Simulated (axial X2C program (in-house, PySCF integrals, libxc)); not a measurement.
## Bond lengths and stretching modes, held linear, of HWF

Computed with an axial X2C code built on PySCF integrals: two-component X2C with atomic mean-field Coulomb and Gaunt terms, Gaussian nuclei, basis H dyall-v3z, W dyall-v3z, F dyall-av3z with contracted cores. Spin-free rows use the one-electron spin-free X2C Hamiltonian.

Masses H 1.008, W 183.951, F 18.998 u. States: 2c Ω = 1 (beyond evenly filled blocks: ω = -3/2, ω = 5/2); spin-free M_S = 2, Λ = 1 (beyond evenly filled blocks: σα, π+α, δ+α, δ-α).

LDA, 2c: energies above the lowest point

| r(H–W) (Å) | r(W–F) (Å) | E (meV) |
| --- | --- | --- |
| 1.7452 | 1.8583 | 13.58 |
| 1.7452 | 1.9060 | 11.78 |
| 1.7452 | 1.9536 | 61.18 |
| 1.7900 | 1.8583 | 0.00 |
| 1.7900 | 1.9060 | 3.18 |
| 1.7900 | 1.9536 | 57.06 |
| 1.7900 | 2.0013 | 150.26 |
| 1.8347 | 1.8583 | 10.42 |
| 1.8347 | 1.9060 | 18.25 |
| 1.8347 | 1.9536 | 76.29 |
| 1.8795 | 1.9060 | 53.17 |
| 1.8795 | 2.0013 | 215.55 |

Task: Fit a quadratic surface with cubic terms in each bond: where is the minimum, and what are the two stretching wavenumbers?

Result: At LDA, 2c: bonds 1.787 and 1.879 Å; harmonic stretches 625.0 and 1788.9 cm⁻¹; force constants 1.89, 4.02 and coupling 0.31 mdyn/Å.

The other levels and Hamiltonians give:

| Hamiltonian | level | r(H–W) (Å) | r(W–F) (Å) | lower stretch (cm⁻¹) | upper stretch (cm⁻¹) |
| --- | --- | --- | --- | --- | --- |
| 2c | PBE0 | 1.789 | 1.905 | 616.0 | 1820.3 |
| 2c | HF | 1.813 | 1.926 | 612.3 | 1816.8 |
| 2c | MP2 | 1.792 | 1.924 | 607.2 | 1856.3 |
| spin-free | PBE0 | 1.789 | 1.908 | 616.6 | 1823.9 |
| spin-free | HF | 1.813 | 1.928 | 612.7 | 1820.1 |
| spin-free | LDA | 1.788 | 1.885 | 627.4 | 1791.3 |
| spin-free | MP2 | 1.792 | 1.925 | 607.9 | 1860.1 |

Each state is one determinant, the lowest of a limited PBE0 search; the stretches come from a fit to these few points and carry an uncertainty of a few per cent. Other orders of the atoms were not compared. MP2 freezes inner shells (threshold -2 hartree). The molecule was held linear; bending was not examined, so a bent shape may lie lower. Open-shell Ω = 0 determinants with evenly filled partner blocks cannot be reached by this program, so the Ω shown need not be the lowest component. Note: functional without a current term on a determinant with orbital currents, of the molecule or an atom. Note: several unpaired electrons, one determinant need not be a pure state.
